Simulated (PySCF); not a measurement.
Compound: C6H9FO2.
SMILES with atom numbers: `[CH3:1][O:2][C@H:3]1[CH2:4][C@H:5]([C:6](=[O:7])[F:8])[CH2:9]1` (hydrogens: H10, H11, H12 on C1; H13 on C3; H14, H15 on C4; H16 on C5; H17, H18 on C9)

All values: PBE0/pcSseg-1 and wB97X-D/def2-SVPD (PySCF, non-relativistic), on one gas-phase PBE0-D3(BJ)/def2-SVP geometry that isn't relaxed in the solvent. The solvent is an IEF-PCM continuum (cavity from Bondi-type radii × 1.2). Only the electrostatic response of the medium enters.

Gas phase at PBE0/pcSseg-1: HOMO -7.59 eV, LUMO -0.45 eV, dipole 2.44 D.

Question: What does the continuum do to the energy, the frontier levels and the dipole at PBE0/pcSseg-1 in chloroform and methanol?

Answer: 
| solvent | ε | E(solvent) − E(gas) (kJ/mol) | polarisation term (kJ/mol) | distortion of the solute (kJ/mol) | HOMO (eV) | LUMO (eV) | dipole (D) |
| --- | --- | --- | --- | --- | --- | --- | --- |
| chloroform | 4.711 | -18.11 | -19.65 | 1.54 | -7.43 | -0.45 | 2.71 |
| methanol | 32.61 | -24.64 | -27.54 | 2.90 | -7.40 | -0.45 | 2.79 |

The first energy column is the sum of the next two and covers electrostatics alone. From chloroform to methanol the lowering changes by a factor 1.36, Onsager's factor (ε − 1)/(2ε + 1) by 1.34 and ε itself by 6.9.

Question: Which radius a makes the point-dipole formula ΔE = −[(ε − 1)/(2ε + 1)]·μ²/a³ give the value in methanol, with the gas-phase dipole?

Answer: μ = 0.960 au and |ΔE| = 0.00938 Eh give a = 1.91 Å; the farthest nucleus lies 3.70 Å from the centroid of the nuclei, so such a sphere wouldn't even hold the nuclei. The formula assumes a rigid point dipole at the centre of a sphere.

Question: Which Hirshfeld charges (PBE0/pcSseg-1) respond most in chloroform (means over atoms taken as equivalent)?

Answer: 
```tsv
atoms	environment	gas (e)	solvent (e)	change
O7	carbonyl oxygen	-0.226	-0.246	-0.020
O2	ether oxygen	-0.140	-0.151	-0.011
H16	methine hydrogen	+0.052	+0.060	+0.008
C6	acyl halide carbon	+0.240	+0.245	+0.005
F8	acyl fluorine	-0.085	-0.089	-0.004
H15/H17	methylene hydrogen	+0.048	+0.051	+0.003
C5	sp3 carbon next to a carbonyl	-0.035	-0.032	+0.003
H10/H11/H12	methyl hydrogen	+0.042	+0.044	+0.002
```

Question: Which Mayer bond orders change most in chloroform?

Answer: 
| bond | length (Å) | gas | solvent | change |
| --- | --- | --- | --- | --- |
| C6–O7 | 1.185 | 2.071 | 2.055 | -0.016 |
| C1–O2 | 1.397 | 0.936 | 0.928 | -0.008 |
| O2–C3 | 1.385 | 0.933 | 0.926 | -0.007 |
| C5–H16 | 1.101 | 0.931 | 0.925 | -0.006 |
| C5–C6 | 1.495 | 0.951 | 0.955 | +0.004 |
| C9–C3 | 1.547 | 0.994 | 0.997 | +0.003 |
| C4–H14 | 1.099 | 0.954 | 0.951 | -0.003 |
| C4–H15 | 1.099 | 0.934 | 0.932 | -0.002 |

Gas phase at wB97X-D/def2-SVPD: HOMO -9.58 eV, LUMO 1.26 eV, dipole 2.47 D.

Question: What does the continuum do to the energy, the frontier levels and the dipole at wB97X-D/def2-SVPD in chloroform?

Answer: 
```csv
solvent,ε,E(solvent) − E(gas) (kJ/mol),polarisation term (kJ/mol),distortion of the solute (kJ/mol),HOMO (eV),LUMO (eV),dipole (D)
chloroform,4.711,-18.70,-20.65,1.95,-9.43,1.26,2.78
```

Question: How does the static polarisability (wB97X-D/def2-SVPD, frozen core, with the continuum's full static response) change?

Answer: 
| medium | isotropic (au) | principal values (au) | ⟨r²⟩ of the electrons (bohr²) |
| --- | --- | --- | --- |
| gas | 76.1 | 66.0, 74.7, 87.7 | 1436.7 |
| chloroform | 92.4 | 81.9, 93.6, 101.7 | 1437.1 |

The isotropic value in chloroform is 1.21 times the gas-phase one; no cavity-field correction is applied. ⟨r²⟩ is taken about the centre of nuclear charge.

The run took 29 s on an Arm Neoverse V1 with one thread (shared host), and the process peaked at 1.1 GiB of memory. This is the whole shielding run at PBE0/pcSseg-1 in methanol, SCF included.

The values belong to the conformer `[CH3:1][O:2][C@H:3]1[CH2:4][C@H:5]([C:6](=[O:7])[F:8])[CH2:9]1`: C1–O2–C3–C4 -179°, C4–C5–C6–O7 -104°.

Note: wB97X-D ran without an empirical dispersion term, which enters the total energy and its gradient alone.
